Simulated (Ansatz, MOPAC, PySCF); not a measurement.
C$_{3}$H$_{7}$BiO$_{2}$, SMILES `C=C[CH2][Bi]([OH])[OH]`, neutral singlet in the gas phase. In the def2 sets core potentials replace the inner electrons of Bi.

Cartesian coordinates (Å):
```xyz
13

C      2.4236    -0.3410     0.4360
C      1.1252    -0.6381     0.2962
C     -0.0088     0.2355     0.6629
Bi    -0.8755     1.1067    -1.2895
O     -1.4644    -0.7810    -1.9870
O     -2.6665     1.7600    -0.4206
H      2.7508     0.5917     0.9076
H      3.2025    -1.0263     0.0937
H      0.8557    -1.5843    -0.1906
H     -0.8443    -0.3112     1.1288
H      0.2785     1.0802     1.3078
H     -1.8604    -1.3111    -1.2841
H     -2.9165     1.2191     0.3388
```
Charge 0, spin multiplicity 1.

All levels are single points at this geometry (PBE0-D3(BJ)/def2-SVP); Pople sets use spherical d functions. Orbital energies aren't observables, and empty levels follow the basis.

```
level                                  HOMO (eV)  LUMO (eV)  gap (eV)  dipole (D)  vertical IE, Delta-SCF (eV)
-------------------------------------  ---------  ---------  --------  ----------  ---------------------------
B3LYP-D3(BJ)/def2-TZVP in Ansatz           -6.53      -1.23      5.31        2.19                         8.49
PBE-D3(BJ)/def2-TZVP in Ansatz             -5.68      -1.74      3.95        1.97                         8.29
B3LYP/6-31G* (LANL2DZ on Bi) in PySCF      -6.28      -0.84      5.45        2.26                         8.34
HF/6-31G* (LANL2DZ on Bi) in PySCF         -8.85       2.35     11.20        2.87                         7.72
PM6 in MOPAC                               -9.38      -1.00      8.39        3.56                            –
PM7 in MOPAC                               -9.12      -1.35      7.77        4.25                            –
```

Ansatz is a program for electronic structure.
